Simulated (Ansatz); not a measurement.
`C[BH][GeH3]` + `BN` → `B[NH][GeH3]` + `BC` at 400 K and 1 bar (cleavage of the Ge–B bond).

Computed with Ansatz on PBE0-D4/def2-TZVP structures; ΔE is electronic, products minus reactants. CBS: MP2 limit from def2 TZ/QZ plus the TZ coupled-cluster correction, frozen cores. This one scheme is used for every species. For Ge outer-core shells are correlated without core-valence functions, which leaves a few kJ/mol of doubt a bond. Scalar relativity is left out up to krypton.

| species | CCSD(T)/CBS energy (Eh) | H − E (kJ/mol) | S (J/(mol·K)) |
| --- | --- | --- | --- |
| `C[BH][GeH3]` | -2143.14307 | 215.7 | 357.8 |
| `BN` | -81.93499 | 142.5 | 243.5 |
| `B[NH][GeH3]` | -2159.24687 | 187.7 | 333.1 |
| `BC` | -65.83255 | 164.9 | 265.6 |

H − E and S are ideal-gas, rigid-rotor, harmonic terms from PBE0-D4/def2-TZVP, for one conformer and one mirror image of each species. 1 Eh = 2625.50 kJ/mol, R = 8.31446 J/(mol·K).

By hand: ΔE, ΔH, ΔS and ΔG.

ΔE = (-2159.24687) + (-65.83255) − (-2143.14307) − (-81.93499) = -0.00136 Eh = -3.6 kJ/mol. Δ(H − E) = 187.7 + 164.9 − 215.7 − 142.5 = -5.6, so ΔH = -9.2 kJ/mol. ΔS = 333.1 + 265.6 − 357.8 − 243.5 = -2.6 J/(mol·K). ΔG = -9.2 − 400 × (-2.6)/1000 = -8.2 kJ/mol.

By hand: the equilibrium constant, and the temperature at which ΔG would vanish if ΔH and ΔS stayed fixed.

log₁₀ K = −ΔG/(RT ln 10) = 1.1. ΔG = 0 at ΔH/ΔS = 3538 K, far beyond where these terms or the molecules hold.

The number of gas molecules stays the same, so ΔS is small and ΔH decides. A doubt of 5 kJ/mol in ΔE shifts log₁₀ K by 0.7 here. Other conformers and mirror images would add mixing entropy, several J/(mol·K) or more a flexible species. Modes under 60 cm⁻¹, often nearly free rotors, make the harmonic entropy too high. These are equilibria of isolated gas molecules and say nothing of rates. Largest T1 diagnostic: 0.013 (customary marks: 0.02 for closed shells, 0.045 for open ones).
